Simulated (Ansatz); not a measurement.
Steps of a relaxation of `[CH3][Al-]([CH3])([F])[SH2+]` with RKS PBE0-D4/def2-TZVP.

```sh
$ ansatz run in.yaml --threads 4 --pin off --events-out ev --progress --plain --max-ram 10444MiB
```

```yaml
crystal:
  periodic: [false, false, false]
  atoms:
    - {symbol: C, position_ang: [-1.585854, -0.941309, 0.323991]}
    - {symbol: Al, position_ang: [-0.236898, 0.020855, -0.740999]}
    - {symbol: C, position_ang: [1.675087, -0.451690, -0.744524]}
    - {symbol: F, position_ang: [-0.812997, 0.812975, -2.131601]}
    - {symbol: S, position_ang: [-0.054333, 2.189420, 0.796948]}
    - {symbol: H, position_ang: [-1.229672, -1.197902, 1.345439]}
    - {symbol: H, position_ang: [-2.535192, -0.373558, 0.426304]}
    - {symbol: H, position_ang: [-1.850840, -1.902785, -0.168158]}
    - {symbol: H, position_ang: [1.849653, -1.346548, -1.381409]}
    - {symbol: H, position_ang: [2.060058, -0.706233, 0.266932]}
    - {symbol: H, position_ang: [2.316149, 0.354956, -1.159710]}
    - {symbol: H, position_ang: [-0.729904, 1.651069, 1.851627]}
    - {symbol: H, position_ang: [1.155043, 1.856051, 1.329861]}
basis:
  gaussian: {orbitals: def2-TZVP}
hamiltonian: {xc: pbe0, dispersion: d4}
relax: {f_tol: 0.005, max_steps: 150}
```

Positions (Å) and forces (eV/Å) along the path, 11 of 51 steps:

```xyz
13
step=1 energy=-22347.1960 eV
C    -1.586   -0.941    0.324   -0.282   -0.230    0.150
Al   -0.237    0.021   -0.741   -0.157    0.291   -0.346
C     1.675   -0.452   -0.745    0.369   -0.133   -0.058
F    -0.813    0.813   -2.132    0.255   -0.322    0.632
S    -0.054    2.189    0.797    0.175   -0.417    0.484
H    -1.230   -1.198    1.345   -0.155    0.131   -0.493
H    -2.535   -0.374    0.426    0.456   -0.252   -0.047
H    -1.851   -1.903   -0.168    0.121    0.438    0.241
H     1.850   -1.347   -1.381   -0.071    0.411    0.301
H     2.060   -0.706    0.267   -0.200    0.124   -0.475
H     2.316    0.355   -1.160   -0.314   -0.369    0.202
H    -0.730    1.651    1.852    0.232    0.201   -0.389
H     1.155    1.856    1.330   -0.427    0.125   -0.201
13
step=3 energy=-22347.2485 eV
C    -1.572   -0.955    0.318    0.015    0.013   -0.017
Al   -0.227    0.025   -0.707   -0.125    0.120   -0.330
C     1.664   -0.468   -0.743   -0.023    0.004   -0.005
F    -0.799    0.841   -2.069    0.118   -0.149    0.292
S    -0.058    2.158    0.760    0.018    0.028    0.057
H    -1.217   -1.223    1.316    0.023   -0.014    0.077
H    -2.498   -0.386    0.432   -0.061    0.035    0.013
H    -1.843   -1.892   -0.177    0.001   -0.035   -0.041
H     1.835   -1.335   -1.388   -0.014   -0.034   -0.034
H     2.039   -0.739    0.247    0.029   -0.012    0.070
H     2.292    0.337   -1.132    0.046    0.050   -0.021
H    -0.730    1.700    1.830   -0.018   -0.001   -0.026
H     1.134    1.901    1.327   -0.007   -0.004   -0.036
13
step=9 energy=-22347.2533 eV
C    -1.551   -0.946    0.335   -0.002    0.003    0.005
Al   -0.221    0.031   -0.717    0.011   -0.009    0.030
C     1.669   -0.471   -0.767    0.003    0.006    0.003
F    -0.804    0.845   -2.055   -0.021    0.028   -0.034
S    -0.014    2.184    0.761    0.054   -0.103    0.117
H    -1.182   -1.202    1.333   -0.004   -0.004    0.006
H    -2.485   -0.387    0.453    0.007   -0.002   -0.003
H    -1.813   -1.892   -0.154    0.003    0.004    0.001
H     1.822   -1.338   -1.420   -0.006    0.005    0.004
H     2.047   -0.755    0.221    0.009   -0.003    0.002
H     2.308    0.328   -1.155   -0.005   -0.001    0.003
H    -0.842    1.781    1.745    0.070    0.034   -0.078
H     1.086    1.788    1.433   -0.120    0.040   -0.056
13
step=11 energy=-22347.2520 eV rejected
C    -1.534   -0.950    0.340   -0.016    0.037    0.038
Al   -0.218    0.059   -0.697   -0.008   -0.178   -0.093
C     1.664   -0.471   -0.777    0.024    0.050    0.028
F    -0.820    0.837   -2.049    0.003    0.073    0.040
S     0.039    2.174    0.760    0.005    0.101   -0.082
H    -1.173   -1.209    1.341   -0.006    0.005    0.013
H    -2.480   -0.412    0.449   -0.004   -0.010    0.014
H    -1.768   -1.896   -0.161   -0.001   -0.003   -0.013
H     1.785   -1.342   -1.429   -0.008   -0.005   -0.013
H     2.058   -0.758    0.203    0.013    0.004    0.000
H     2.309    0.315   -1.183    0.012   -0.006    0.005
H    -0.885    1.894    1.691   -0.063   -0.025    0.032
H     1.043    1.724    1.527    0.050   -0.043    0.030
13
step=17 energy=-22347.2527 eV rejected
C    -1.467   -0.950    0.402    0.014    0.005    0.022
Al   -0.177    0.046   -0.683    0.070    0.029   -0.005
C     1.695   -0.501   -0.867   -0.035   -0.048   -0.042
F    -0.836    0.949   -1.929    0.001    0.006   -0.002
S     0.221    2.140    0.802   -0.443   -0.371    0.786
H    -1.072   -1.204    1.392   -0.010    0.000   -0.006
H    -2.401   -0.397    0.544   -0.001   -0.010    0.005
H    -1.732   -1.898   -0.080    0.001    0.010   -0.002
H     1.774   -1.363   -1.539    0.004    0.013    0.017
H     2.131   -0.812    0.088    0.004    0.010   -0.002
H     2.329    0.285   -1.289   -0.019    0.006    0.016
H    -1.069    2.223    1.257    0.609   -0.015   -0.226
H     0.623    1.447    1.917   -0.195    0.364   -0.560
13
step=24 energy=-22347.2790 eV
C    -1.427   -0.965    0.430    0.010    0.016    0.007
Al   -0.145    0.051   -0.646    0.001   -0.010    0.001
C     1.701   -0.533   -0.913    0.021   -0.007    0.004
F    -0.812    1.035   -1.827   -0.003    0.002   -0.006
S     0.267    2.096    0.881   -0.065   -0.006    0.066
H    -1.010   -1.273    1.395   -0.001   -0.004   -0.004
H    -2.346   -0.404    0.626   -0.005    0.002    0.003
H    -1.725   -1.883   -0.088   -0.002   -0.013   -0.006
H     1.746   -1.394   -1.588   -0.004   -0.001   -0.002
H     2.175   -0.848    0.024   -0.010    0.006   -0.009
H     2.325    0.250   -1.354   -0.006   -0.002    0.000
H    -1.042    2.382    1.013    0.067   -0.012   -0.014
H     0.313    1.452    2.062   -0.003    0.029   -0.041
13
step=26 energy=-22347.2792 eV rejected
C    -1.407   -0.977    0.446   -0.024   -0.025   -0.003
Al   -0.128    0.049   -0.624    0.025    0.023    0.012
C     1.707   -0.548   -0.934   -0.035    0.002   -0.020
F    -0.799    1.077   -1.768   -0.003   -0.015   -0.009
S     0.287    2.089    0.927   -0.210   -0.059    0.184
H    -0.977   -1.326    1.391   -0.003    0.010   -0.016
H    -2.313   -0.408    0.679    0.022   -0.018   -0.006
H    -1.730   -1.874   -0.097    0.005    0.032    0.018
H     1.727   -1.402   -1.621    0.006    0.006    0.009
H     2.194   -0.877   -0.011    0.007   -0.005    0.007
H     2.328    0.234   -1.380    0.001    0.000    0.001
H    -1.014    2.452    0.883    0.196   -0.053    0.009
H     0.148    1.476    2.124    0.014    0.103   -0.187
13
step=30 energy=-22347.2815 eV
C    -1.404   -0.981    0.448    0.003    0.003   -0.002
Al   -0.128    0.051   -0.621   -0.002    0.001    0.007
C     1.705   -0.547   -0.937    0.001   -0.001   -0.004
F    -0.803    1.075   -1.765    0.003    0.000    0.002
S     0.297    2.077    0.946   -0.007   -0.003   -0.001
H    -0.967   -1.336    1.387    0.002   -0.002    0.001
H    -2.307   -0.414    0.691    0.000    0.002   -0.001
H    -1.730   -1.872   -0.099   -0.001   -0.001    0.001
H     1.723   -1.403   -1.620    0.001    0.000   -0.001
H     2.197   -0.873   -0.015   -0.001    0.000    0.001
H     2.324    0.234   -1.388   -0.001    0.001   -0.001
H    -0.982    2.480    0.857    0.005    0.002   -0.002
H     0.097    1.474    2.130   -0.002   -0.001   -0.001
13
step=33 energy=-22347.2815 eV
C    -1.403   -0.981    0.449   -0.001   -0.003    0.000
Al   -0.128    0.050   -0.620    0.002    0.001    0.002
C     1.705   -0.547   -0.938   -0.001    0.001    0.001
F    -0.802    1.076   -1.763    0.000    0.001    0.000
S     0.297    2.075    0.947    0.001   -0.001   -0.001
H    -0.966   -1.337    1.388    0.000    0.001    0.000
H    -2.306   -0.413    0.693    0.001    0.001    0.001
H    -1.731   -1.872   -0.098    0.000    0.001    0.000
H     1.724   -1.403   -1.621    0.001   -0.001   -0.001
H     2.197   -0.873   -0.016    0.000    0.000   -0.001
H     2.323    0.234   -1.389    0.000    0.000   -0.001
H    -0.980    2.482    0.853    0.000    0.002   -0.002
H     0.091    1.473    2.130   -0.003   -0.002    0.002
13
step=37 energy=-22347.2821 eV
C    -1.393   -0.988    0.460   -0.003   -0.003    0.002
Al   -0.121    0.049   -0.607    0.004   -0.006   -0.001
C     1.706   -0.550   -0.950    0.000    0.002    0.004
F    -0.800    1.090   -1.735   -0.001    0.004   -0.001
S     0.311    2.057    0.983   -0.018   -0.001    0.013
H    -0.946   -1.365    1.387   -0.001    0.002   -0.001
H    -2.285   -0.414    0.727    0.002   -0.001    0.001
H    -1.739   -1.866   -0.097    0.001    0.002    0.000
H     1.717   -1.401   -1.640   -0.001   -0.001   -0.001
H     2.208   -0.883   -0.035   -0.001    0.001   -0.002
H     2.321    0.234   -1.400    0.000   -0.001    0.000
H    -0.930    2.529    0.775    0.015   -0.003    0.002
H    -0.030    1.474    2.146    0.002    0.007   -0.015
13
step=51 energy=-22347.2834 eV
C    -1.373   -1.016    0.486    0.001    0.000    0.001
Al   -0.116    0.043   -0.578    0.001   -0.002   -0.003
C     1.702   -0.550   -0.973    0.000   -0.001   -0.001
F    -0.808    1.117   -1.667    0.000    0.000    0.002
S     0.344    2.006    1.077    0.000   -0.002    0.002
H    -0.913   -1.406    1.400    0.000    0.000    0.000
H    -2.263   -0.447    0.773    0.000    0.000    0.000
H    -1.724   -1.884   -0.082    0.001    0.000    0.000
H     1.697   -1.373   -1.696   -0.001    0.001    0.000
H     2.215   -0.920   -0.079   -0.001    0.000   -0.001
H     2.314    0.248   -1.402   -0.001    0.000    0.000
H    -0.746    2.645    0.618    0.001    0.001   -0.001
H    -0.308    1.503    2.138   -0.002    0.001    0.000
```

Hardware: 4 threads of an Arm Neoverse V1 on a shared host. Wall time 3.5 min, peak host memory 0.63 GiB.
